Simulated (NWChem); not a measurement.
System: BeHOI; SMILES [OH][Be][I]

The following NWChem deck was run.

```
start job
memory heap 200 mb stack 900 mb global 1100 mb
geometry units angstroms
  Be     0.025795     1.569629    -0.000000
  I     -0.033211    -0.612699     0.000000
  O      0.093137     2.974887     0.000000
  H     -0.344350     3.830562     0.000000
end
basis spherical
  * library 3-21g
end
dft
  xc b3lyp
  iterations 150
end
driver
  maxiter 120
end
task dft optimize
task dft freq
```

B3LYP is NWChem's, with the RPA form of VWN correlation.

The level has its own optimisation; frequencies are unscaled.

Problem. Give the results of this calculation. (B3LYP/3-21G, non-relativistic.) Quantities: r Be–I (Å); r Be–O (Å); r H–O (Å); highest harmonic frequency (cm⁻¹); lowest (cm⁻¹); zero-point energy (kcal/mol); dipole (D).

Solution. 
| Quantity | Result |
|---|---|
| r Be–I (Å) | 2.203 |
| r Be–O (Å) | 1.388 |
| r H–O (Å) | 0.966 |
| highest harmonic frequency (cm⁻¹) | 3874 |
| lowest (cm⁻¹) | 99 |
| zero-point energy (kcal/mol) | 9.1 |
| dipole (D) | 3.56 |
